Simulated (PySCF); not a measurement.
Radial density of Ru⁺ (ruthenium, charge +1)

wB97M-V, [Kr] 4d6 5s1, high-spin 6D determinant (an excited configuration). Calculation: PySCF 2.14, in aug-cc-pwCVTZ-PP with ECP28MDF; scalar relativity through the core potential. This is the valence pseudo-density: the core potential removes the inner electrons and smooths the orbitals near the nucleus.

```csv
r (bohr),4πr²ρ (e/bohr),4πr²(ρα − ρβ)
0.0314,2.401e-05,0.0000
0.0528,5.616e-05,0.0000
0.0888,0.0001814,0.0000
0.149,0.001559,0.0004
0.251,0.02558,0.0066
0.423,0.7023,0.1311
0.711,8.586,1.3878
1.20,11.88,2.9424
2.01,3.143,1.7322
3.38,0.5239,0.4288
5.69,0.02369,0.0219
9.57,8.258e-05,0.0001
```

Energies and moments cover only the electrons outside the core potential.
